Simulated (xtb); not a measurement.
neopentane (C$_{5}$H$_{12}$), singlet, geometry from GFN2-xTB, atoms displaced at random by about 0.05 Å a coordinate; xtb with GFN1-xTB.

Here is a job for xtb.
```
$ xtb mol.xyz --gfn 1 --opt --json

# file mol.xyz
17

C     -0.38300638    -0.38788439     1.48219491
C      0.00805640    -0.07375583    -0.04436803
C      0.18718420     1.51188852    -0.03675664
C     -1.12671420    -0.44977516    -0.96855565
C      1.38842541    -0.69574444    -0.39361411
H     -1.32816602     0.03390588     1.79493810
H     -0.36795451    -1.55661717     1.36823161
H      0.51961132    -0.20580363     2.15785867
H      0.43659672     1.76691399    -0.95969591
H     -0.78433946     2.06820553     0.27074572
H      0.93065306     1.91178976     0.65309603
H     -2.04327260     0.10685069    -0.63228742
H     -1.22605179    -1.56764152    -0.99106933
H     -0.89082708    -0.08787713    -1.97073637
H      1.20993073    -1.71275090    -0.40668426
H      2.10389264    -0.39113336     0.20588287
H      1.61360968    -0.33859647    -1.39257835
```

Output, abridged:

```
   ID    Z sym.   atoms
    1    6 C      1-5
    2    1 H      6-17

           -------------------------------------------------
          |                Calculation Setup                |
           -------------------------------------------------

           -------------------------------------------------
          |                 G F N 1 - x T B                 |
           -------------------------------------------------

          ...................................................
          :                      SETUP                      :
          :.................................................:
          :  # basis functions                  44          :
          :  # atomic orbitals                  44          :
          :  # shells                           34          :
          :  # electrons                        32          :
          :  # halogen bonds                     0          :
          :  max. iterations                   250          :
          :  Hamiltonian                  GFN1-xTB          :
          :  restarted?                      false          :
          :  GBSA solvation                  false          :
          :  PC potential                    false          :
          :  electronic temp.          300.0000000     K    :
          :  accuracy                    1.0000000          :
          :  -> integral cutoff          0.2500000E+02      :
          :  -> integral neglect         0.1000000E-07      :
          :  -> SCF convergence          0.1000000E-05 Eh   :
          :  -> wf. convergence          0.2000000E-04 e    :
          :  Broyden damping             0.4000000          :
          :  net charge                          0          :
          :  unpaired electrons                  0          :
          ...................................................

 iter      E             dE          RMSdq      gap      omega  full diag
   1    -17.2499379 -0.172499E+02  0.767E+00    8.02       0.0  T
   2    -17.2776553 -0.277175E-01  0.466E+00    8.63       1.0  T
   3    -17.2782859 -0.630609E-03  0.573E-01    8.71       1.0  T
   4    -17.2791592 -0.873240E-03  0.156E-01    8.70       1.0  T
   5    -17.2792554 -0.962103E-04  0.684E-03    8.68       3.5  T
   6    -17.2792556 -0.231281E-06  0.124E-03    8.68      19.6  T
   7    -17.2792556 -0.703603E-08  0.187E-04    8.68     129.9  T
   8    -17.2792556 -0.350450E-09  0.377E-05    8.68     643.0  T

   *** convergence criteria satisfied after 8 iterations ***

         :::::::::::::::::::::::::::::::::::::::::::::::::::::
         ::                     SUMMARY                     ::
         :::::::::::::::::::::::::::::::::::::::::::::::::::::
         :: total energy             -17.023348668793 Eh    ::
         :: gradient norm              0.240400983474 Eh/a0 ::
         :: HOMO-LUMO gap              8.683211172329 eV    ::
         ::.................................................::
         :: SCC energy               -17.279255607280 Eh    ::
         :: -> electrostatic           0.000526147910 Eh    ::
         :: repulsion energy           0.261974698424 Eh    ::
         :: dispersion energy         -0.006067759937 Eh    ::
         :: halogen bond corr.         0.000000000000 Eh    ::
         :: add. restraining           0.000000000000 Eh    ::
         :: total charge               0.000000000000 e     ::
         :::::::::::::::::::::::::::::::::::::::::::::::::::::

      -----------------------------------------------------------
     |                   =====================                   |
     |                        A N C O P T                        |
     |                   =====================                   |
     |               Approximate Normal Coordinate               |
     |                Rational Function Optimizer                |
      -----------------------------------------------------------
[...]
 * total energy  :   -17.0233487 Eh     change       -0.8409273E-11 Eh
 * total energy  :   -17.0659782 Eh     change       -0.4262957E-01 Eh
 * total energy  :   -17.0702109 Eh     change       -0.4232672E-02 Eh
 * total energy  :   -17.0705084 Eh     change       -0.2975250E-03 Eh
 * total energy  :   -17.0705909 Eh     change       -0.8251598E-04 Eh
 * total energy  :   -17.0706026 Eh     change       -0.1162745E-04 Eh
 * total energy  :   -17.0706050 Eh     change       -0.2461841E-05 Eh
   *** GEOMETRY OPTIMIZATION CONVERGED AFTER 7 ITERATIONS ***
         :: total energy             -17.070605037426 Eh    ::
[...]
        18                         -0.1215765              -3.3083
        19                         -0.1215616              -3.3079
        20                         -0.1215468              -3.3075
        21                         -0.0751811              -2.0458
        22                         -0.0751644              -2.0453
        23                         -0.0751498              -2.0449
        24                         -0.0496994              -1.3524
        25                         -0.0496668              -1.3515
        26                         -0.0315289              -0.8579
        27                         -0.0315116              -0.8575
       ...                                ...                  ...
        44                          0.5051921              13.7470
      -------------------------------------------------------------
                  HL-Gap            0.3439019 Eh            9.3580 eV
             Fermi-level           -0.2935347 Eh           -7.9875 eV

  Mulliken/CM5 charges         n(s)   n(p)   n(d)
     1C    -0.09862 -0.24684   1.015  3.084  0.000
     2C     0.04187  0.00240   1.080  2.879  0.000
     3C    -0.09856 -0.24674   1.015  3.084  0.000
     4C    -0.09855 -0.24674   1.015  3.084  0.000
     5C    -0.09857 -0.24678   1.015  3.084  0.000
     6H     0.02937  0.08208   0.971  0.000  0.000
     7H     0.02936  0.08204   0.971  0.000  0.000
     8H     0.02938  0.08207   0.971  0.000  0.000
     9H     0.02934  0.08200   0.971  0.000  0.000
    10H     0.02936  0.08205   0.971  0.000  0.000
    11H     0.02937  0.08206   0.971  0.000  0.000
    12H     0.02939  0.08208   0.971  0.000  0.000
    13H     0.02937  0.08205   0.971  0.000  0.000
    14H     0.02941  0.08210   0.971  0.000  0.000
    15H     0.02935  0.08205   0.971  0.000  0.000
    16H     0.02936  0.08205   0.971  0.000  0.000
    17H     0.02936  0.08207   0.971  0.000  0.000

Wiberg/Mayer (AO) data.
largest (>0.10) Wiberg bond orders for each atom

 ---------------------------------------------------------------------------
     #   Z sym  total        # sym  WBO       # sym  WBO       # sym  WBO
 ---------------------------------------------------------------------------
     1   6 C    3.997 --     2 C    1.001     6 H    0.986     7 H    0.986
                             8 H    0.986
     2   6 C    3.989 --     5 C    1.001     3 C    1.001     4 C    1.001
                             1 C    1.001
     3   6 C    3.997 --     2 C    1.001    11 H    0.986    10 H    0.986
                             9 H    0.986
     4   6 C    3.997 --     2 C    1.001    14 H    0.986    12 H    0.986
                            13 H    0.986
     5   6 C    3.997 --     2 C    1.001    16 H    0.986    15 H    0.986
                            17 H    0.986
     6   1 H    1.004 --     1 C    0.986
     7   1 H    1.004 --     1 C    0.986
     8   1 H    1.004 --     1 C    0.986
     9   1 H    1.004 --     3 C    0.986
    10   1 H    1.004 --     3 C    0.986
    11   1 H    1.004 --     3 C    0.986
    12   1 H    1.004 --     4 C    0.986
    13   1 H    1.004 --     4 C    0.986
    14   1 H    1.004 --     4 C    0.986
    15   1 H    1.004 --     5 C    0.986
    16   1 H    1.004 --     5 C    0.986
    17   1 H    1.004 --     5 C    0.986
 ---------------------------------------------------------------------------

Topologies differ in total number of bonds
Writing topology from bond orders to xtbtopo.mol

 dipole moment from electron density (au)
     X       Y       Z
  -0.0000  -0.0003   0.0001  total (Debye):    0.001

optimized geometry written to: xtbopt.xyz

           -------------------------------------------------
          | TOTAL ENERGY              -17.070605037426 Eh   |
          | GRADIENT NORM               0.000581229560 Eh/α |
          | HOMO-LUMO GAP               9.358047694474 eV   |
           -------------------------------------------------

normal termination of xtb
```
